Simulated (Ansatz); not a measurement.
# Ligand exchange: HI + GaH2(SH) → H2S + GaH2I

Species: HI (hydrogen iodide), singlet; GaH2(SH), singlet; H2S (hydrogen sulfide) `S`, singlet; GaH2I `[GaH2][I]`, singlet. The partners trade I for SH: H–I and Ga–SH bonds give way to H–SH and Ga–I.

Shapes, held fixed at every level: PBE0-D4/def2-TZVP. Programs: Ansatz 0.2.0. The zero-point and thermal change to 298 K, harmonic and unscaled (PBE0-D4/def2-TZVP), is +2.8 kJ/mol.

```json
{"level": "PBE-D4/def2-TZVPP", "kind": "GGA", "ΔH(298 K) (kJ/mol)": "-31.3", "less CCSD(T)/def2-TZVPP": "+2.0", "CPU time (sum over the molecules)": "6.7 s"}
{"level": "r2SCAN-D4/def2-TZVPP", "kind": "meta-GGA", "ΔH(298 K) (kJ/mol)": "-33.2", "less CCSD(T)/def2-TZVPP": "+0.1", "CPU time (sum over the molecules)": "12 s"}
{"level": "PBE0-D4/def2-TZVPP", "kind": "global hybrid", "ΔH(298 K) (kJ/mol)": "-35.4", "less CCSD(T)/def2-TZVPP": "-2.1", "CPU time (sum over the molecules)": "6.4 s"}
{"level": "MP2/def2-SVP", "kind": "perturbation theory", "ΔH(298 K) (kJ/mol)": "-36.7", "less CCSD(T)/def2-TZVPP": "-3.4", "CPU time (sum over the molecules)": "–"}
{"level": "CCSD(T)/def2-SVP", "kind": "coupled cluster or CI", "ΔH(298 K) (kJ/mol)": "-33.9", "less CCSD(T)/def2-TZVPP": "-0.6", "CPU time (sum over the molecules)": "6.3 s"}
{"level": "CCSD/def2-SVP", "kind": "coupled cluster or CI", "ΔH(298 K) (kJ/mol)": "-35.7", "less CCSD(T)/def2-TZVPP": "-2.4", "CPU time (sum over the molecules)": "–"}
{"level": "CCSD(T)/def2-TZVPP", "kind": "coupled cluster or CI", "ΔH(298 K) (kJ/mol)": "-33.3", "less CCSD(T)/def2-TZVPP": "0.0", "CPU time (sum over the molecules)": "43 s"}
```

The highest level, CCSD(T)/def2-TZVPP, gives ΔH(298 K) = -33.3 kJ/mol; the levels span -36.7 to -31.3. The column of differences is taken from that level and isn't an error. No measured value is set beside it here. For atoms past krypton def2 sets carry core potentials with scalar relativity. Relativity is left out for Ga unless named. Correlated rows may include outer-core shells of Ga, I, which these sets cover unevenly. Times are processor times on shared x86 and Arm servers, and rough.
